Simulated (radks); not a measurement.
All-electron atom: Ne in [Ne] (the NIST ground configuration). Calculated with a radial shooting solver on a logarithmic mesh with Libxc functionals: Dirac Kohn-Sham, BLYP, spin-unpolarised, spherical densities, finite nucleus; Fermi nuclear charge, rms radius 3.0055 fm.

Radial electron density D(r) = 4 pi r^2 rho(r):

r (bohr)  D(r) (e/bohr)
0.009457         0.5870
0.01049          0.7075
0.01164          0.8507
0.01302           1.035
0.01445           1.237
0.01604           1.475
0.01779           1.752
0.01974           2.074
0.02191           2.444
0.0245            2.901
0.02719           3.384
0.03017           3.924
0.03347           4.520
0.03714           5.171
0.04121           5.868
0.0461            6.660
0.05115           7.415
0.05676           8.168
0.06298           8.891
0.06988           9.554
0.07816           10.16
0.08673           10.58
0.09623           10.83
0.1068            10.89
0.1185            10.73
0.1315            10.35
0.1471            9.716
0.1632            8.967
0.1811            8.123
0.2009            7.263
0.2229            6.472
0.2473            5.835
0.2767            5.396
0.307             5.262
0.3406            5.392
0.378             5.750
0.4194            6.265
0.4691            6.881
0.5205            7.396
0.5775            7.755
0.6408            7.883
0.7111            7.744
0.789             7.335
0.8825            6.638
0.9792            5.817
1.087             4.907
1.206             3.984
1.338             3.113
1.484             2.339
1.66              1.645
1.842             1.137
2.044            0.7542
2.268            0.4789
2.517            0.2903
2.793            0.1673
3.124           0.08667
3.466           0.04396
3.846           0.02067

D(r) has 2 maxima, at r = 0.104, 0.641 bohr, and minima at 0.307 bohr, inside which lie 2.22 electrons.
